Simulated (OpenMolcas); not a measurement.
**W I: effect of the basis set**

- Program: OpenMolcas
- Method: CASSCF
- Active space: 4 electrons in 5 orbitals (5d)
- State averaging: 2S+1 = 5 even, 5 roots; 2S+1 = 3 even, 45 roots; 2S+1 = 1 even, 50 roots (49 in the spin-orbit step)
- Spin-orbit coupling: RASSI with atomic mean-field integrals over the reference wave functions, term energies averaged over their components

A. ANO-R1 [7s5p4d2f], X2C, finite nucleus; cost of the order of 21 core-seconds
B. ANO-RCC-VDZP [7s6p4d2f1g], DKH2, point nucleus; cost of the order of 22 core-seconds
C. ANO-R2 [8s6p5d3f2g], X2C, finite nucleus; cost about 30 core-seconds
D. ANO-RCC-VTZP [8s7p5d3f2g1h], DKH2, point nucleus; cost roughly 30 core-seconds
E. ANO-R3 [9s7p6d4f3g2h], X2C, finite nucleus; cost roughly 60 core-seconds
F. ANO-RCC-VQZP [9s8p6d4f3g2h], DKH2, point nucleus; cost roughly 40 core-seconds

Energies in cm⁻¹ above 5d⁴ 6s² ⁵D₀, the measured ground level; measured values from NIST Handbook of Basic Atomic Spectroscopic Data.

```csv
Level,A,B,C,D,E,F,Measured
5d⁴ 6s² ⁵D₀,0.0,0.0,0.0,0.0,0.0,0.0,0.0
5d⁴ 6s² ⁵D₁,1446,1510,1473,1445,1453,1461,1670
5d⁴ 6s² ⁵D₂,3219,3324,3254,3200,3216,3234,3326
5d⁴ 6s² ⁵D₃,4982,5102,5012,4940,4963,4989,4830
5d⁴ 6s² ⁵D₄,6638,6749,6655,6572,6600,6633,6219
5d⁴ 6s² ³P₀(1) [73 %],13915,13713,13821,13787,13807,13845,9258
5d⁴ 6s² ³H₄ [66 %],15014,14804,14953,14916,14936,14973,
5d⁴ 6s² ³H₅,17620,17469,17625,17556,17583,17628,
5d⁴ 6s² ³G₃ [58 %],18040,17831,18000,17949,17972,18014,
5d⁴ 6s² ³P₁(1),18089,17928,18072,18003,18030,18077,13307
5d⁴ 6s² ³F₂(1),18812,18600,18772,18716,18741,18786,
5d⁴ 6s² ³H₆,19027,18877,19037,18958,18989,19038,
5d⁴ 6s² ³P₂(1) [70 %],22487,22320,22503,22412,22445,22499,19254
5d⁴ 6s² ³F₃(1) [60 %],23151,23017,23188,23082,23120,23178,
5d⁴ 6s² ³G₅,24844,24736,24911,24788,24830,24892,
5d⁴ 6s² ³D₃,25789,25539,25754,25675,25708,25761,
5d⁴ 6s² ¹I₆,26726,26541,26782,26669,26709,26772,
5d⁴ 6s² ³D₁,27948,27755,27967,27858,27898,27959,
5d⁴ 6s² ¹G₄(1) [60 %],30386,30246,30482,30338,30384,30456,
5d⁴ 6s² ¹S₀,31940,31705,31967,31847,31887,31956,
5d⁴ 6s² ¹D₂(1) [56 %],33249,32998,33262,33143,33185,33253,
5d⁴ 6s² ¹F₃,35520,35210,35485,35377,35417,35484,
5d⁴ 6s² ³P₂(2),39716,39297,39645,39548,39588,39655,
5d⁴ 6s² ³F₄(2),40666,40263,40599,40491,40534,40606,
```

Deviations, from unrounded energies. A percentage is the sum of absolute deviations over the sum of measured energies, with the sign that they share, or ± where signs differ.

```csv
Against measurement,Levels,A,B,C,D,E,F
mean absolute deviation (cm-1),7,1900,1900,1900,1900,1900,1900
fine structure of the ground term (%),4,±5.6,±6.0,±5.5,±5.1,±5.2,±5.4
other terms of the ground configuration (%),3,+30.3,+29.0,+30.1,+29.6,+29.8,+30.1
```

A, B, C, D, E, F lie about equally close to measurement. The largest miss of B in the table is 5d⁴ 6s² ³P₁(1), by +4600 cm-1. The ranking rests on the paired levels alone, and a cruder setting can come out closer through cancelling errors.

Among A to F the level of the table that moves most is 5d⁴ 6s² ³P₂(2), by 420 cm-1 (lowest in B, highest in A).

Some high roots are left out of the spin-orbit mixing, which shifts the levels that they would mix with. Without dynamic correlation excited terms often stand tens of per cent too high (terms of higher spin than the ground term too low), and those without a measured partner can miss by more than the paired ones. Some levels mix across a computed gap that differs much from the measured one, so their mixing is not that of the real levels. With the s shell closed, the reference lacks s² → p², s² → d² and s → d mixing, so excited terms can stand far too high and out of order, with CASPT2 too. Computed and measured levels are paired by configuration, term and J; levels that our copy of the source lacks, or whose pairing is in doubt (as where it misses far off the trend of its configuration), stay unpaired and out of the deviations. Only configurations of the active space appear. The table leaves out levels that lie high or whose names do not pair safely across all columns.

A share in square brackets marks a mixed level and gives the weight of the term that names it, the lowest over the columns. A number in round brackets counts repeated terms of one configuration in the order of the reference energies.
